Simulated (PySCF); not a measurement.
## Calculated data, AlH$_{2}$NOSi, BClFO, BClHO$_{2}$, AlBH$_{2}$NO and others

Calculation on a computer-drawn molecule: the log of a Hartree-Fock and frozen-core CCSD(T) single point meant for a local Hartree-Fock minimum, with one planted fault or none, to be diagnosed. Offsets are logged minus clean, where the clean run is the same molecule without the fault. The reference is restricted for singlets and unrestricted otherwise, and also for a bond in bohr or an excited solution. Adding or removing an electron swaps singlet and doublet. The excited solution moves the top pair (singlet) or top alpha electron (doublet) to the lowest empty orbital. Highest occupied and lowest empty are orbital energies over both spins, largest force is the largest gradient component, triples share is (T) over the correlation energy, the T1 limit is 0.02 restricted and 0.045 unrestricted, electrons count all cores, a negative frequency is imaginary (commonest isotopes), and the dipole is about the centre of nuclear charge. Program: PySCF 2.14.0.

Common to all runs: meant multiplicity 1; logged SCF converged yes; possible faults no fault, one electron removed, one electron added, multiplicity raised by two, geometry at a saddle point, SCF held on an excited solution, minimal basis STO-3G, one bond length entered in bohr, all coordinates scaled.

(1) AlH$_{2}$NOSi

Logged structure:
```xyz
6
AlH2NOSi
N     -1.1512     1.2704     0.9212
Al     0.3990     1.5168     0.7039
O      2.0264     1.7597     0.4680
Si     3.6516     1.9203     0.1868
H     -2.1197     1.1228     1.0574
H      3.8614     3.2564     0.8948
```

```
meant charge                         : 0
meant basis                          : cc-pV(D+d)Z
logged electrons                     : 44
logged basis functions               : 84
logged spin squared                  : 0
logged highest occupied              : -9.0887 eV
logged lowest empty                  : 0.78121 eV
logged largest force                 : 3.524e-05 hartree/bohr
logged lowest frequency              : 54.247 cm⁻¹
logged T1 diagnostic                 : 0.020848
logged D1 diagnostic                 : 0.049452
logged triples share                 : 0.030286
logged CC converged                  : yes
logged dipole magnitude              : 2.5034 debye
logged SCF stable within its kind    : yes
logged energy HF                     : -661.32514 hartree
logged energy CCSD(T)                : -661.85556 hartree
planted fault                        : no fault
HF energy offset from clean run      : 0 kcal/mol
CCSD(T) energy offset from clean run : 0 kcal/mol
```

Drawn bonds:
```tsv
atom	other atom	order
1	2	2
2	3	1
3	4	1
1	5	1
4	6	1
```

Notes: T1 above single-reference limit.

(2) BClFO

Logged structure:
```xyz
4
BClFO
O     -0.5523     0.5155    -3.7563
B     -0.5105     1.6157    -3.1769
F     -0.0372     2.8356    -3.6137
Cl    -1.1458     1.9073    -1.3897
```

```
meant charge                      : -1
meant basis                       : aug-cc-pV(D+d)Z
logged electrons                  : 40
logged basis functions            : 101
logged spin squared               : 0
logged highest occupied           : 1.2336 eV
logged lowest empty               : -5.3399 eV
logged largest force              : 0.19965 hartree/bohr
logged CC converged               : no
logged dipole magnitude           : 4.4623 debye
logged SCF stable within its kind : no
logged energy HF                  : -658.05692 hartree
planted fault                     : SCF held on an excited solution
HF energy offset from clean run   : 410.4 kcal/mol
```

Drawn bonds:
```tsv
atom	other atom	order
1	2	1
2	3	1
2	4	1
```

Notes: CCSD not converged; highest electron not bound in this basis.

(3) BClHO$_{2}$

Logged structure:
```xyz
5
BClHO2
O      1.4923    -3.5315     1.6085
B      0.9181    -2.3372     1.4472
O      1.5078    -0.9652     1.4437
Cl    -1.1066    -2.1100     1.1379
H      2.4920    -1.0897     1.5952
```

```
meant charge                         : -1
meant basis                          : aug-cc-pV(D+d)Z
logged electrons                     : 40
logged basis functions               : 110
logged spin squared                  : 0
logged highest occupied              : -5.8507 eV
logged lowest empty                  : 4.1673 eV
logged largest force                 : 0.08984 hartree/bohr
logged T1 diagnostic                 : 0.017637
logged D1 diagnostic                 : 0.055864
logged triples share                 : 0.034781
logged CC converged                  : yes
logged dipole magnitude              : 2.7781 debye
logged SCF stable within its kind    : yes
logged energy HF                     : -634.68285 hartree
logged energy CCSD(T)                : -635.37818 hartree
planted fault                        : all coordinates scaled, by +6.4 %
HF energy offset from clean run      : 13.27 kcal/mol
CCSD(T) energy offset from clean run : 4.748 kcal/mol
```

Drawn bonds:
```tsv
atom	other atom	order
1	2	1
2	3	1
2	4	1
3	5	1
```

(4) AlBH$_{2}$NO

Logged structure:
```xyz
6
AlBH2NO
O     -1.5231     2.9077     3.9512
B     -0.4817     2.2954     3.6791
N      0.6294     1.6419     3.3887
Al     2.0570     0.8028     3.0161
H      3.3968     0.8417     3.9087
H      2.2506    -0.1375     1.7231
```

```
meant charge                      : -1
meant basis                       : aug-cc-pV(D+d)Z
logged electrons                  : 36
logged basis functions            : 119
logged spin squared               : 0
logged highest occupied           : 0.95391 eV
logged lowest empty               : -4.4856 eV
logged largest force              : 0.11505 hartree/bohr
logged CC converged               : no
logged dipole magnitude           : 19.635 debye
logged SCF stable within its kind : no
logged energy HF                  : -396.72265 hartree
planted fault                     : SCF held on an excited solution
HF energy offset from clean run   : 326.1 kcal/mol
```

Drawn bonds:
```tsv
atom	other atom	order
1	2	1
2	3	2
3	4	1
4	5	1
4	6	1
```

Notes: CCSD not converged; highest electron not bound in this basis.

(5) BH$_{2}$O$_{2}$

Logged structure:
```xyz
5
BH2O2
O      0.5883    -0.8332    -1.2835
B     -0.0987    -1.5609     0.9152
O      0.4585    -2.6911     1.6132
H     -0.9753    -1.0376     1.6268
H      1.1127    -3.0476     1.0330
```

```
meant charge                         : -1
meant basis                          : aug-cc-pVDZ
logged electrons                     : 24
logged basis functions               : 87
logged spin squared                  : 0.8563
logged highest occupied              : -2.7539 eV
logged lowest empty                  : 4.2039 eV
logged largest force                 : 0.033873 hartree/bohr
logged T1 diagnostic                 : 0.064849
logged D1 diagnostic                 : 0.26681
logged triples share                 : 0.045462
logged CC converged                  : yes
logged dipole magnitude              : 6.6855 debye
logged SCF stable within its kind    : yes
logged energy HF                     : -175.48756 hartree
logged energy CCSD(T)                : -176.01399 hartree
planted fault                        : one bond length entered in bohr, row 1 of the drawn bonds
HF energy offset from clean run      : 129.6 kcal/mol
CCSD(T) energy offset from clean run : 134.8 kcal/mol
```

Drawn bonds:
```tsv
atom	other atom	order
1	2	1
2	3	1
2	4	1
3	5	1
```

Notes: T1 above single-reference limit.

(6) BFH$_{3}$OSi

Logged structure:
```xyz
7
BFH3OSi
O      1.8477    -3.3150     2.4865
B      0.7338    -2.5503     2.4597
Si    -0.2790    -2.4387     0.4718
F     -1.7377    -1.4544     0.3323
H      0.2001    -1.8801     3.4725
H      0.6377    -1.8612    -0.7030
H     -0.7627    -3.8503    -0.1012
```

```
meant charge                         : -1
meant basis                          : aug-cc-pV(D+d)Z
logged electrons                     : 40
logged basis functions               : 128
logged spin squared                  : 0
logged highest occupied              : -4.1832 eV
logged lowest empty                  : 3.9593 eV
logged largest force                 : 0.078398 hartree/bohr
logged T1 diagnostic                 : 0.020624
logged D1 diagnostic                 : 0.063288
logged triples share                 : 0.033714
logged CC converged                  : yes
logged dipole magnitude              : 4.7368 debye
logged SCF stable within its kind    : yes
logged energy HF                     : -489.77565 hartree
logged energy CCSD(T)                : -490.44968 hartree
planted fault                        : all coordinates scaled, by +6.4 %
HF energy offset from clean run      : 15.14 kcal/mol
CCSD(T) energy offset from clean run : 7.326 kcal/mol
```

Drawn bonds:
```tsv
atom	other atom	order
1	2	1
2	3	1
3	4	1
2	5	1
3	6	1
3	7	1
```

Notes: T1 above single-reference limit.

(7) CHBFO

Logged structure:
```xyz
5
CHBFO
O      1.4731    -1.0367     0.0000
C      0.5858    -0.1062     0.0000
B     -0.8337    -0.0208     0.0000
F     -2.1557     0.2024     0.0000
H      0.9305     0.9613     0.0000
```

```
meant charge                         : -1
meant basis                          : aug-cc-pVDZ
logged electrons                     : 30
logged basis functions               : 101
logged spin squared                  : 0
logged highest occupied              : -1.0665 eV
logged lowest empty                  : 3.915 eV
logged largest force                 : 5.003e-05 hartree/bohr
logged lowest frequency              : -361.25 cm⁻¹
logged T1 diagnostic                 : 0.019519
logged D1 diagnostic                 : 0.049742
logged triples share                 : 0.036483
logged CC converged                  : yes
logged dipole magnitude              : 5.3626 debye
logged SCF stable within its kind    : yes
logged energy HF                     : -237.39525 hartree
logged energy CCSD(T)                : -238.06087 hartree
planted fault                        : geometry at a saddle point
HF energy offset from clean run      : 20.99 kcal/mol
CCSD(T) energy offset from clean run : 17 kcal/mol
```

Drawn bonds:
```tsv
atom	other atom	order
1	2	1
2	3	2
3	4	1
2	5	1
```

(8) CHBFO

Logged structure:
```xyz
5
CHBFO
O      1.9753     0.9865    -2.0528
C      2.0169     0.2052    -1.1292
B      1.1950    -1.1667    -0.8869
F      0.1301    -0.8985    -0.0237
H      2.8277     0.3649    -0.3605
```

```
meant charge                         : -1
meant basis                          : aug-cc-pVDZ
logged electrons                     : 29
logged basis functions               : 101
logged spin squared                  : 0.7774
logged highest occupied              : -10.96 eV
logged lowest empty                  : 0.27489 eV
logged largest force                 : 0.046372 hartree/bohr
logged T1 diagnostic                 : 0.024342
logged D1 diagnostic                 : 0.089714
logged triples share                 : 0.033905
logged CC converged                  : yes
logged dipole magnitude              : 2.4721 debye
logged SCF stable within its kind    : yes
logged energy HF                     : -237.41887 hartree
logged energy CCSD(T)                : -238.04127 hartree
planted fault                        : one electron removed
HF energy offset from clean run      : 6.164 kcal/mol
CCSD(T) energy offset from clean run : 29.3 kcal/mol
```

Drawn bonds:
```tsv
atom	other atom	order
1	2	1
2	3	2
3	4	1
2	5	1
```
